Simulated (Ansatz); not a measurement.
Consider the hydrogenolysis of the Si–S bond: `OC[SiH](S)Cl` + H₂ → `OC[SiH2]Cl` + H₂S.

Gas-phase electronic energies from Ansatz, PBE0-D4/def2-TZVP geometries. CCSD(T)/CBS adds triple-zeta CCSD(T) − MP2 to the extrapolated MP2 energy (def2 sets, frozen cores). This one scheme is used for every species. DFT in def2-TZVPP. B3LYP here is the variant with VWN-RPA as its local correlation; programs differ in this. Each species was taken in one conformer, which may not be the lowest.

`OC[SiH](S)Cl`:

Z-matrix (Å, degrees):
```
C
Si 1 1.882
O 1 1.416 2 108.2
H 1 1.100 2 107.8 3 -121.3
H 1 1.098 2 108.9 3 122.0
Cl 2 2.058 1 108.6 3 -75.6
S 2 2.117 1 108.8 3 47.6
H 2 1.480 1 111.3 3 166.8
H 3 0.960 1 109.1 2 179.6
H 7 1.347 2 91.0 1 -35.8
```

H₂:

Cartesian coordinates in Å:
```
H -0.212 0.229 -0.205
H 0.212 -0.229 0.205
```

`OC[SiH2]Cl`:

Z-matrix (Å, degrees):
```
C
Si 1 1.882
O 1 1.416 2 112.1
H 1 1.100 2 110.1 3 -125.4
H 1 1.095 2 109.0 3 118.1
Cl 2 2.067 1 106.0 3 53.7
H 2 1.484 1 112.1 3 171.6
H 2 1.481 1 112.1 3 -63.0
H 3 0.962 1 108.3 2 -54.5
```

H₂S:

Cartesian coordinates in Å:
```
S 0.177 0.514 -0.296
H -0.881 0.198 0.464
H 0.704 -0.713 -0.168
```

| level | ΔE (kJ/mol) |
| --- | --- |
| B3LYP-D4 | 44.2 |
| PBE | 41.7 |
| PBE0 | 40.4 |
| B3LYP | 31.3 |
| HF/def2-TZVPP | 19.4 |
| SCS-MP2/def2-TZVPP | 43.0 |
| CCSD/def2-TZVPP | 35.7 |
| SCS-MP2/def2-QZVPP | 45.5 |

(1) What does CCSD(T)/CBS give? (Best estimate.)

Largest T1 diagnostic among the species: 0.010.

Results:

(1) Computed: +46.2 kJ/mol. The listed levels differ from it by -2.0, -4.5, -5.8, -14.9, -26.8, -3.2, -10.5, -0.7 kJ/mol.

In def2-TZVPP, CCSD(T) changes the Hartree–Fock value by +21.9 kJ/mol (the triples alone add +5.6 kJ/mol) and MP2 by +33.1 kJ/mol. The D4 term adds +12.9 kJ/mol with B3LYP and +7.1 kJ/mol with PBE0; it sums over pairs of atoms, weighted by their polarisabilities, and B3LYP, whose exchange is more repulsive, gets the larger term.
